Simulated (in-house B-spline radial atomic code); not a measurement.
Configurations of the iridium ion Ir²⁺, with energies counted from [Xe] 4f14 (5d3/2)4 (5d5/2)3. All numbers are computed (Dirac-Hartree-Fock, average of each configuration as written; Fermi nucleus of rms radius 5.4032 fm) with an all-electron radial atomic-structure program (B-spline basis), not measured. Energies include first-order Breit, QED and recoil terms.

Occupations are held fixed; configurations that lie above the ionisation limit could autoionise.

```
                                                  configuration  E - E(ref) (eV)  highest orbital  its <r> (bohr)
[Kr] 4d10 4f14 5s2 (5p1/2)2 (5p3/2)3 (5d3/2)2 (5d5/2)5 (6f7/2)1            76.45            6f7/2           9.799
[Kr] 4d10 4f14 5s2 (5p1/2)1 (5p3/2)4 (5d3/2)2 (5d5/2)5 (7p3/2)1            84.49            7p3/2           6.612
              [Xe] (4f5/2)5 (4f7/2)8 (5d3/2)3 (5d5/2)4 (9p3/2)1           89.141            9p3/2           16.08
[Kr] 4d10 4f14 5s2 (5p1/2)1 (5p3/2)4 (5d3/2)1 (5d5/2)6 (9f7/2)1           91.162            9f7/2           28.71
[Kr] 4d10 4f14 5s2 (5p1/2)1 (5p3/2)4 (5d3/2)1 (5d5/2)6 (9g7/2)1           91.634            9g7/2           37.12
```

Task: Order these further configurations by energy, lowest first.
A. [Kr] 4d10 4f14 5s2 (5p1/2)1 (5p3/2)4 (5d3/2)4 (5d5/2)3 (7g9/2)1
B. [Xe] 4f14 (5d3/2)2 (5d5/2)5
C. [Kr] 4d10 4f14 5s2 (5p1/2)2 (5p3/2)3 (5d3/2)4 (5d5/2)3 6s1
D. [Xe] (4f5/2)5 (4f7/2)8 (5d3/2)2 (5d5/2)5 (7p3/2)1
E. [Xe] 4f14 (5d3/2)2 (5d5/2)4 (5g7/2)1

Result: B (2.4098 eV), E (26.005 eV), C (51.991 eV), D (85.049 eV), A (90.836 eV).
